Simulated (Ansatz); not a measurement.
`O[SiH](O)O[Si](F)(F)F` + `C[SiH3]` → `O[SiH](O)[SiH3]` + `CO[Si](F)(F)F`  (redistribution)

Computed with Ansatz on PBE0-D4/def2-TZVP structures; ΔE is electronic, products minus reactants. CBS: MP2 limit from def2 TZ/QZ plus the TZ coupled-cluster correction, frozen cores. This one scheme is used for every species. Functionals use def2-TZVPP. B3LYP here is the variant with VWN-RPA as its local correlation; programs differ in this. Each species was taken in one conformer, which may not be the lowest.

`O[SiH](O)O[Si](F)(F)F`:

```xyz
11

O    -1.802   -1.561    0.058
Si   -0.298   -1.116   -0.370
O    -0.230   -0.304   -1.785
O     0.328   -0.061    0.712
Si    0.968    1.374    0.962
F     1.372    1.510    2.471
F     2.255    1.603    0.093
F    -0.054    2.522    0.633
H    -2.475   -0.888    0.176
H     0.493   -2.354   -0.371
H    -0.558   -0.727   -2.579
```

`C[SiH3]`:

Z-matrix (Å, degrees):
```
C
Si 1 1.871
H 1 1.092 2 110.8
H 1 1.092 2 110.8 3 -120.0
H 1 1.092 2 110.8 3 120.0
H 2 1.488 1 110.7 3 -179.9
H 2 1.488 1 110.7 3 -59.9
H 2 1.488 1 110.7 3 60.1
```

`O[SiH](O)[SiH3]`:

```xyz
10

O     0.918   -1.600    0.747
Si   -0.160   -0.770   -0.181
O     0.314   -0.642   -1.753
Si   -0.419    1.447    0.535
H     1.783   -1.208    0.880
H    -1.397   -1.585   -0.068
H     0.366   -1.449   -2.270
H     0.899    2.141    0.524
H    -0.945    1.474    1.928
H    -1.359    2.192   -0.343
```

`CO[Si](F)(F)F`:

Cartesian coordinates in Å:
```
C -0.817 -0.910 0.680
O -0.164 0.347 0.632
Si 0.748 0.911 -0.550
F 2.004 0.002 -0.818
F 1.243 2.342 -0.150
F -0.036 1.011 -1.910
H -1.358 -0.965 1.623
H -0.093 -1.727 0.637
H -1.528 -1.012 -0.144
```

```
                species  B3LYP energy (Eh)
`O[SiH](O)O[Si](F)(F)F`        -1106.72809
              `C[SiH3]`         -331.26205
      `O[SiH](O)[SiH3]`         -733.26986
        `CO[Si](F)(F)F`         -704.62986
```

Task: Work out ΔE.

Result: ΔE = (-733.26986) + (-704.62986) − (-1106.72809) − (-331.26205) = 0.09042 Eh = +56.7 kcal/mol. CCSD(T)/CBS gives +59.7 kcal/mol.

Largest T1 diagnostic among the species: 0.013.

From BLYP to BHLYP (50 % exact exchange), in def2-TZVPP and without D4, ΔE moves by +6.1 kcal/mol. At CCSD(T), def2-SVP lies −5.3 kcal/mol from the extrapolated value and def2-TZVPP −0.6 kcal/mol.
